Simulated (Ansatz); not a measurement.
# A ladder of methods for [GeH3]− (SMILES [H][Ge-]([H])[H])

[GeH3]−: 4 atoms, total charge -1, spin state singlet. SMILES: `[H][Ge-]([H])[H]`. The shape comes from GFN2-xTB, which is rough for such elements, and wasn't checked as a minimum.

```xyz
4

Ge   -0.0075    0.0058    0.7680
H     1.4220   -0.0315   -0.2444
H    -0.6775    1.2495   -0.2717
H    -0.7370   -1.2238   -0.2519
```

Quantity: the energy change with the Ge1–H4 bond stretched from 1.756 to 4.391 Å, in eV. The values are calculated.

| level | kind | program | value (eV) | less FCI/STO-3G | CPU time (all runs) |
| --- | --- | --- | --- | --- | --- |
| PBE/STO-3G (restricted) | GGA | Ansatz | 5.03 | +0.61 | 3.3 s |
| revPBE/STO-3G (restricted) | GGA | Ansatz | 4.90 | +0.48 | 3.4 s |
| r2SCAN/STO-3G (restricted) | meta-GGA | Ansatz | 5.34 | +0.92 | 7.2 s |
| PBE0/STO-3G (restricted) | global hybrid | Ansatz | 5.81 | +1.39 | 2.1 s |
| wB97X/STO-3G (restricted) | range-separated hybrid | Ansatz | 6.74 | +2.32 | 9.3 s |
| B2PLYP/STO-3G (restricted) | double hybrid | Ansatz | 4.86 | +0.44 | 2.5 s |
| CCSD(T)/STO-3G (restricted) | coupled cluster or CI | Ansatz | 3.22 | -1.20 | 0.32 s |
| CCSDT(Q)/STO-3G (restricted) | coupled cluster or CI | Ansatz | 4.59 | +0.17 | 0.58 s |
| FCI/STO-3G | exact in the basis | Ansatz | 4.42 | 0.00 | 0.67 s |

FCI/STO-3G is exact within its basis and frozen core, so for wave-function methods in that basis the difference is their error; functionals converge differently with the basis, so for them it is only a difference. All-electron rows without a relativistic Hamiltonian named are non-relativistic. Sets without diffuse functions describe the anion poorly. The first shape isn't each level's own minimum. The values span 3.22 to 6.74 eV. All rows use very small basis sets, so even the best lies far from the true value. In the correlated wave-function rows the outer d shell of Ge is correlated, in sets not made for it. CPU times are rough (shared hosts, several kinds of processor): they show what a rung costs within a factor of a few.
